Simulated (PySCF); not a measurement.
Ionisation energy of Fe²⁴⁺ by level of theory

Fe²⁴⁺ 1s2 (1S) → Fe²⁵⁺ 1s1 (2S), as a difference of total energies. All numbers are calculated (PySCF 2.14, no relativity, point nucleus, in an uncontracted even-tempered set (15 s from 26 bohr⁻², ratio 2.2; 7 p from 40 bohr⁻², ratio 2.4; 4 d from 120 bohr⁻², ratio 2.4; 3 f from 180 bohr⁻², ratio 2.4; 3 g from 270 bohr⁻², ratio 2.4)). Correlated levels: nothing frozen; virtual orbitals above 40 to 60 times the deepest correlated orbital energy dropped. The calculations carry no spin-orbit coupling.

```tsv
method	ionisation energy (eV)	difference from reference (eV)
UHF	8758.3	-69.9
MP2 (all electrons)	8759.5	-68.7
SCS-MP2 (all electrons)	8759.8	-68.4
CCSD (all electrons)	8759.5	-68.7
```

Reference: 8828.2 eV (theoretical estimate listed by NIST; NIST Atomic Spectra Database, ionization energies).

These non-relativistic numbers lack the scalar-relativistic shift.

With two correlated electrons CCSD is exact in that space.
